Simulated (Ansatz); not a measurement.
Cost and result for the atomization energy of CH3BO2S (8 atoms, 7 bonds).

```xyz
8

O     0.667    1.583    0.018
C     0.437    0.497   -0.441
O     0.920    0.173   -1.658
B    -0.429   -0.623    0.319
S    -1.064   -0.226    1.897
H    -0.532    1.019    1.898
H     0.649   -0.725   -1.878
H    -0.647   -1.698   -0.154
```

The species carries charge 0 and has multiplicity 1. The bonds changed during the relaxation, so this is another structure than the one it started from. All single points use the PBE0-D4/def2-TZVP geometry. It is one conformer, not always the lowest. Program: Ansatz. All runs use 2 threads of an Arm Neoverse V1 on a shared host. Times are those of one run each, without the atoms' runs, and a repeat can differ threefold. Electronic energies, without spin–orbit coupling; frozen cores. CCSD(T)/CBS adds CCSD(T) − MP2 in def2-TZVPP to the MP2 limit, and its time is that of the two runs behind it. T1 = 0.017. B3LYP takes the VWN-RPA correlation (the form of Gaussian; ORCA's B3LYP/G). HSE06 is the plane-wave form, built on full-range PBE exchange.

CCSD(T)/CBS is a level of theory with its own doubt, some kJ/mol a heavy atom from the limit and from the frozen cores, so smaller differences don't rank the functionals.

```
                             level  functions  wall time  atomization (kcal/mol)  difference from CCSD(T)/CBS  per bond
            LDA (SPW92)/def2-TZVPP        208      1.6 s                   904.5                        145.5      20.8
                BLYP-D4/def2-TZVPP        208      2.9 s                   769.1                         10.1       1.4
   PBE-D4/def2-TZVPP (with forces)        208      3.2 s                   794.3                         35.3       5.1
               BHLYP-D4/def2-TZVPP        208      3.7 s                   723.6                        -35.4      -5.1
               HSE06-D4/def2-TZVPP        208      3.9 s                   767.6                          8.6       1.2
                  CCSD(T)/def2-SVP         89      4.4 s                   718.5                        -40.5      -5.8
 B3LYP-D4/def2-TZVPP (with forces)        208      5.5 s                   760.7                          1.7       0.2
r2SCAN-D4/def2-TZVPP (with forces)        208      6.5 s                   770.7                         11.7       1.7
                ωB97X-V/def2-TZVPP        208       10 s                   764.0                          5.0       0.7
                 B97M-V/def2-TZVPP        208       12 s                   767.2                          8.2       1.2
                    MP2/def2-QZVPP        388       22 s                   776.6                         17.6       2.5
                CCSD(T)/def2-TZVPP        208      110 s                   736.7                        -22.3      -3.2
                 CCSD(T)/CBS(def2)          –    2.2 min                   759.0                          0.0       0.0
```

From PBE to PBE0 (25 % exact exchange), in def2-TZVPP and without D4, the atomization energy moves by −27.0 kcal/mol: exact exchange takes away binding that semilocal exchange gives to molecules. The D4 term adds +6.1 kcal/mol with B3LYP and +3.2 kcal/mol with PBE0; it sums over pairs of atoms, weighted by their polarisabilities, and B3LYP, whose exchange is more repulsive, gets the larger term. In def2-TZVPP, CCSD(T) changes the Hartree–Fock value by +216.1 kcal/mol (the triples alone add +17.7 kcal/mol) and MP2 by +242.9 kcal/mol; breaking electron pairs costs correlation energy, which Hartree–Fock lacks.
